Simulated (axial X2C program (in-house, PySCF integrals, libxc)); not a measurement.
# What spin–orbit coupling does to Te₂

Calculated with an in-house relativistic program for diatomic molecules. Spin-free means the one-electron spin-free X2C Hamiltonian; two-component (2c) means X2C with spin–orbit coupling and atomic mean-field two-electron Coulomb and Gaunt terms, so the difference of the two also holds small scalar two-electron terms. Basis: Te dyall-cv3z [11s12p8d4f1g] (cores contracted in-house); Gaussian nuclei, density fitting, unrestricted open shells. Masses: Te 129.906 u.

Spin-free state: M_S = 1, Λ = 0 (beyond evenly filled blocks: π+α, π-α); fragments Te + Te.

```tsv
level	Re (Å)	ωe (cm⁻¹)	De (eV)
BLYP	2.617	230.9	3.207
```

Two-component determinant lowest at the distance of the search:

Ω = 1 (⟨Sz⟩ = 0.99, ⟨Lz⟩ = 0.01 at BLYP); fragments Te + Te.

| level | Re (Å) | ωe (cm⁻¹) | De (eV) |
| --- | --- | --- | --- |
| BLYP | 2.627 | 225.1 | 2.594 |

Task: From the two tables, how do the constants change at the BLYP level (2c against spin-free)?

Result: At the BLYP level Re rises by 0.010 Å and ωe falls by 5.8 cm⁻¹; De changes by -0.613 eV.

Occupations by symmetry block were frozen at the best pattern of an incomplete PBE0 search. De is counted from the lowest determinant-based energies of the atoms at the same level, without counterpoise correction. Density functionals use the spin component along the axis (collinear). PBE0 can misorder states that lie within some tenths of an eV, so this need not be the ground state of the molecule. The nearest other spin-free determinant of the search, M_S = 0, Λ = 2, lies 0.53 eV up at the distance of the search. The functionals have no current-density term, which raises determinants with orbital currents, atoms included. With several unpaired electrons one determinant need not be a pure state. A state of lower Ω lies just above, and one determinant can place such states too high, so the state shown need not be the lowest. The search has Ω = 0 only 0.02 eV up. Open-shell Ω = 0 determinants with evenly filled partner blocks cannot be reached by this program, so the Ω shown need not be the lowest component. This is the Ω = 1 component of a π² triplet; the 0⁺ component is not one determinant and can lie lowest.
